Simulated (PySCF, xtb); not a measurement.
SiF2, SMILES F[Si]F (connectivity only; charge and spin as stated), neutral, multiplicity 1.

Harmonic wavenumbers (cm⁻¹) from GFN2-xTB (xtb) at its own minimum, in rising order: 326, 762, 813.

### Question
What does TPSSh-D3(BJ)/def2-TZVP (PySCF 2.14.0) give at its own minimum? (Estimate from the structure and the level; the computed values follow.)

### Answer
333, 841, 856. Paired by order, the mean absolute difference is 43 cm⁻¹ and the zero-point energies are 2.7 and 2.9 kcal/mol.
